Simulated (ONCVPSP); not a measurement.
# Which setting gave this result? (Se, ONCV)

Base potential:

```json
{"Element": "Se (Z = 34)", "Generator": "ONCVPSP 4.0.1", "Type": "optimised norm-conserving Vanderbilt (ONCV)", "Functional": "LDA (Perdew-Wang 92)", "Relativity": "scalar-relativistic", "Frozen core": "[Ar] 3d10", "Valence charge": "6", "Reference configuration": "4s2 4p2 (charge +2)", "Partial waves": "4s: rc 1.55 bohr, ncon 3, nbas 7, qcut 4.3 1/bohr, 1 projector; 4p: rc 1.25 bohr, ncon 3, nbas 7, qcut 6.5 1/bohr, local", "Local potential": "the p channel", "Core correction": "Teter function, fcfact 3.75, rcfact 1.25"}
```

Cutoffs, loose and tight: the cutoffs (Ha) at which the residual kinetic energy of the hardest occupied pseudo-wave falls to 1 and 0.1 mHa per electron. They do not see the model core or the augmentation charge, which bear on the density cutoff. Test errors are all-electron minus pseudo excitation energies from the reference, over the configurations 4s2 4p4; 4s2 4p3; 4s2 4p1; 4s2 4p0; variants that change the core or the reference have their own tests.

Only the scale of all radii but the core radius (base = 1) is moved (2 further runs of the sweep failed or gave no value and are left out):

```
scale of all radii but the core radius (base = 1)  cutoff, loose  cutoff, tight  bound ghosts  largest test error (meV)
                                             0.86         166 Ha         215 Ha             s                       +27
                                             0.99          34 Ha         133 Ha          none                       +20
                                              1.1          12 Ha          46 Ha          none                       +19
                                             1.26          13 Ha          20 Ha          none                       +69
                                             1.31          13 Ha          17 Ha          none                       +88
```

Task: One more run gave cutoff, loose: 12 Ha; cutoff, tight: 40 Ha; bound ghosts: none; largest test error (meV): +33. Which value of the scale of all radii but the core radius (base = 1) was used?

Result: 1.15. The tight cutoff moves one way along this sweep, from 215 Ha at 0.86 to 17 Ha at 1.31, which places the run between 1.1 and 1.26.
